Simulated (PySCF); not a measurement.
**Bond energies at r²SCAN/def2-SVP beside a composite method**

PySCF, lowest determinants of a PBE0 search. The composite is CCSD(T) extrapolated to the basis-set limit from two correlation-consistent sets, with core-valence (CV) and scalar-relativistic (SR) terms as its label shows; it has no spin–orbit coupling and nothing beyond (T).

```json
{"species": "SbS", "state (unpaired electrons)": "doublet (π ↑)", "De r²SCAN (eV)": "3.41", "De composite (eV)": "3.44", "composite": "CCSD(T)/CBS(DT)", "dissociates to": "Sb + S"}
{"species": "SrS", "state (unpaired electrons)": "singlet (closed shell)", "De r²SCAN (eV)": "3.96", "De composite (eV)": "3.39", "composite": "CCSD(T)/CBS(DT)+CV", "dissociates to": "Sr + S"}
{"species": "CdF", "state (unpaired electrons)": "doublet (σ ↑)", "De r²SCAN (eV)": "2.56", "De composite (eV)": "2.54", "composite": "CCSD(T)/CBS(DT)", "dissociates to": "Cd + F"}
{"species": "RbBr", "state (unpaired electrons)": "singlet (closed shell)", "De r²SCAN (eV)": "3.96", "De composite (eV)": "3.93", "composite": "CCSD(T)/CBS(DT)", "dissociates to": "Rb + Br"}
{"species": "RbNa", "state (unpaired electrons)": "singlet (closed shell)", "De r²SCAN (eV)": "0.49", "De composite (eV)": "0.62", "composite": "CCSD(T)/CBS(DT)", "dissociates to": "Rb + Na"}
{"species": "CSe", "state (unpaired electrons)": "singlet (closed shell)", "De r²SCAN (eV)": "6.15", "De composite (eV)": "6.27", "composite": "CCSD(T)/CBS(TQ)+CV", "dissociates to": "C + Se"}
{"species": "HgF", "state (unpaired electrons)": "doublet (σ ↑)", "De r²SCAN (eV)": "1.46", "De composite (eV)": "1.36", "composite": "CCSD(T)/CBS(DT)", "dissociates to": "Hg + F"}
{"species": "BeI", "state (unpaired electrons)": "doublet (σ ↑)", "De r²SCAN (eV)": "3.06", "De composite (eV)": "2.61", "composite": "CCSD(T)/CBS(TQ)+CV", "dissociates to": "Be + I"}
```

Q: Does r²SCAN bind more or less than the composite, by how much on average, and where is the difference largest?

A: r²SCAN/def2-SVP binds more on average, method and basis taken together: the mean signed difference is +0.11 eV and the mean absolute one 0.18 eV; it is largest for SrS (+0.57 eV).

The molecules are drawn from runs that passed checks on state, spin purity and fit, so the hardest cases are missing and the errors look smaller than over all diatomics.

Correlated steps freeze the inner cores (5 to 28 orbitals); shallow outer-core shells are correlated. Closed-shell solutions of metal pairs were not tested for spin polarisation, which can lower them a little. Weak bonds: RbNa. Basis-set superposition, not corrected here, can be much of De in a small basis, most of all at correlated wavefunction levels. Functionals without a dispersion term scatter widely for such bonds, and LDA overbinds them. These are scalar-relativistic numbers at best; spin–orbit coupling would shift them, the dissociation energy most. Where the molecule has an RHF reference, its open-shell atoms are computed with UHF. The CCSD T1 diagnostic is raised in CSe, HgF, SrS, a sign that a single reference may not be enough there. States were picked by a PBE0 search and need not be the measured ground states.
